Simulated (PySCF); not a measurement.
Zn(Br)(SiH3) (BrH3SiZn), SMILES [Zn]([SiH3])[Br].

Geometry: PBE-D3(BJ)/def2-SVP. The structure was generated by enumeration; whether it is a known compound was not checked.

Level of theory: B3LYP/def2-TZVPD run with PySCF.

Isolated molecule, no solvent.

```
Property                                                                                                         Value
---------------------------------------------------------------------------------------------  -----------------------
total energy                                                                                       -4645.02150 hartree
point group                                                                                                        C3v
highest occupied level                                                                                        -7.99 eV
lowest empty level                                                                                            -1.43 eV
orbital gap                                                                                                    6.56 eV
dipole moment                                                                                                   2.02 D
quadrupole, principal values (traceless, Buckingham form, about the centre of nuclear charge)    -6.26, 3.13, 3.13 D·Å
mean static polarisability                                                                       84.5 bohr³ (12.52 Å³)
polarisability, principal values                                                               66.2, 66.2, 121.0 bohr³
```
